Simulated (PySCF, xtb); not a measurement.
CH5N2S, SMILES NC([NH3+])=S, charge +1.

xtb 6.7.1 with GFN2-xTB at its own geometry gives an orbital gap of 2.39 eV.

Geometry: B3LYP-D3(BJ)/def2-SVP. The isomer is the one that the SMILES or the coordinates give; other isomers of the formula were not compared. The values are those of a single conformer.

Q: What does PBE/def2-TZVP run with PySCF give? (An estimate is asked for; the answer gives what the named calculation found.)

A: gap 3.31 eV (levels -10.69 and -7.38 eV).
